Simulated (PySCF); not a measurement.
**How the method moves the HOMO and LUMO of `C#CC[C@@H]([SiH3])Cl`**

Species: C₄H₇ClSi.
Structure used (PBE0-D3(BJ)/def2-SVP), in Å, numbered top down from 1:
```
atom  x, y, z in Å
C1     2.0944    0.1553   -0.9380
C2     1.1031   -0.5388   -0.9774
C3    -0.1013   -1.3585   -0.9873
C4    -0.9203   -1.1958    0.2953
Si5   -1.6679    0.5339    0.5884
Cl6   -2.3034   -2.3534    0.2507
H7     2.9785    0.7651   -0.9131
H8    -0.7258   -1.1013   -1.8595
H9     0.1722   -2.4210   -1.1062
H10   -0.3088   -1.4865    1.1628
H11   -2.4665    0.4874    1.8460
H12   -0.5890    1.5576    0.7151
H13   -2.5478    0.8639   -0.5706
```

Basis pcSseg-1 throughout (PySCF), one geometry. The structure is a single PBE0-D3(BJ)/def2-SVP conformer in the gas phase; no vibrational or solvent corrections.

Q: How do the orbital energies, the gap and the dipole change with the method?

A: 
```tsv
method	kind	HOMO (eV)	LUMO (eV)	gap (eV)	μ (D)	SCF cycles
BLYP	GGA	-6.60	-0.99	5.61	1.39	14
B97-D	GGA	-6.74	-1.05	5.68	1.45	14
OPBE	GGA	-6.74	-1.05	5.69	1.41	15
PBE	GGA	-6.76	-1.16	5.60	1.39	14
KT3	GGA	-6.79	-1.18	5.62	1.44	15
KT2	GGA	-6.81	-1.29	5.52	1.47	15
BP86	GGA	-6.88	-1.26	5.61	1.42	14
LDA	LDA	-6.90	-1.39	5.51	1.40	14
B97-2	global hybrid	-7.77	-0.21	7.55	1.54	14
B3LYP	global hybrid	-7.77	-0.37	7.40	1.51	14
PBE0	global hybrid	-8.02	-0.18	7.85	1.53	14
mPW1PW91	global hybrid	-8.05	-0.18	7.87	1.55	14
BHandHLYP	global hybrid	-9.12	0.91	10.02	1.66	13
CAM-B3LYP	range-separated hybrid	-9.36	0.99	10.35	1.56	14
wB97X-D	range-separated hybrid	-9.91	1.60	11.51	1.61	14
LC-wPBE	range-separated hybrid	-10.79	2.16	12.94	1.61	14
HF	Hartree–Fock	-10.81	3.39	14.20	1.88	12
```

The HOMO spans 4.22 eV, from BLYP down to HF, and the gap runs from 5.51 eV (LDA) to 14.20 eV (HF). Over the methods BLYP (0 %), B97-D (0 %), OPBE (0 %), PBE (0 %), KT3 (0 %), KT2 (0 %), BP86 (0 %), LDA (0 %), B97-2 (21 %), B3LYP (20 %), PBE0 (25 %), mPW1PW91 (25 %), BHandHLYP (50 %), HF (100 %), a straight line through the gap against the share of exact exchange rises by 0.87 eV for each 10 % (correlation coefficient 1.000). The dipole ranges from 1.39 D (BLYP) to 1.88 D (HF). This basis has no diffuse functions.
